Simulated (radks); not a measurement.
Question: Radial electron density D(r) = 4 pi r^2 rho(r) of an atom or ion with 49 electrons. All-electron calculation, scalar-relativistic Kohn-Sham, PBE, spin-polarised, spherical densities, finite nucleus; Fermi nuclear charge, rms radius of each element as measured or else 0.836 A^(1/3) + 0.57 fm. Program: a radial shooting solver on a logarithmic mesh with Libxc functionals.

```
   r/bohr * D(r) (the largest magnitude, 95.3, reaches the edge; | marks zero)
 0.003104 |        *
 0.003556 |          *
 0.004074 |            *
 0.004668 |              *
 0.005348 |                 *
 0.006127 |                    *
 0.007075 |                        *
 0.008106 |                            *
 0.009287 |                               *
  0.01064 |                                   *
  0.01219 |                                     *
  0.01397 |                                        *
  0.01613 |                                         *
  0.01848 |                                         *
  0.02117 |                                         *
  0.02426 |                                       *
  0.02779 |                                     *
  0.03209 |                                    *
  0.03677 |                                    *
  0.04212 |                                      *
  0.04826 |                                         *
  0.05529 |                                              *
  0.06335 |                                                  *
  0.07316 |                                                      *
  0.08382 |                                                      *
  0.09603 |                                                   *
     0.11 |                                              *
    0.126 |                                         *
   0.1444 |                                       *
   0.1668 |                                        *
   0.1911 |                                            *
   0.2189 |                                              *
   0.2508 |                                            *
   0.2873 |                                      *
   0.3318 |                            *
   0.3802 |                    *
   0.4356 |               *
    0.499 |                *
   0.5717 |                 *
    0.655 |                  *
   0.7564 |                *
   0.8667 |            *
   0.9929 |        *
    1.138 |     *
    1.303 |   *
    1.493 | *
    1.724 | *
    1.976 |*
    2.263 *
    2.593 *
    2.971 *
    3.404 *
    3.931 *
    4.504 *
```

What is the nuclear charge?

Answer: Z = 56. The innermost maximum, from 1s, lies near gamma/Z bohr with gamma = sqrt(1 - (Z/c)^2) = 0.913, here 0.0163 bohr (found: 0.0179), and its height grows with Z. The density is that of the barium ion Ba7+ in [Kr] 4d10 5s2 5p1; the configuration itself is not fixed sharply by these data, and Z only to a few units. D(r) has 4 maxima, at r = 0.0179, 0.0793, 0.224, 0.629 bohr, and minima at 0.0345, 0.148, 0.464 bohr, inside which lie 1.96, 11.18, 29.01 electrons.
